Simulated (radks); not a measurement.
The selenium anion Se2-, [Kr], held by a Watson sphere: a shell of charge +1.8 at radius R that stands for the Madelung well of a crystal (potential energy -1.8/R inside, -1.8/r outside, in hartree with lengths in bohr). All-electron calculation, scalar-relativistic Kohn-Sham, PBEsol, spin-polarised, spherical densities, point nucleus. Program: a radial shooting solver on a logarithmic mesh with Libxc functionals. Response by self-consistent Sternheimer equations with the Hartree and adiabatic LDA kernel, the relativistic mass of each level held fixed and spin-orbit coupling left out. The sphere does not respond.

R (bohr),e(3d) (eV),e(4s) (eV),e(4p) (eV),<r> 4p (bohr),sum of <r^2> (bohr^2),X-ray form factor at sin(theta)/lambda = 0.3 1/angstrom,alpha (bohr^3)
2.19,-49.955,-16.554,-6.178,2.311,53.87,23.138,33.17
2.3,-49.788,-16.285,-6.029,2.340,54.93,23.136,35.04
3.07,-49.077,-14.704,-4.905,2.528,62.33,23.167,52.69
3.16,-49.009,-14.551,-4.775,2.547,63.17,23.173,55.30
3.41,-48.820,-14.155,-4.422,2.601,65.46,23.187,63.21
4.07,-48.326,-13.288,-3.576,2.726,71.28,23.212,89.33
4.3,-48.158,-13.036,-3.314,2.765,73.24,23.218,100.5
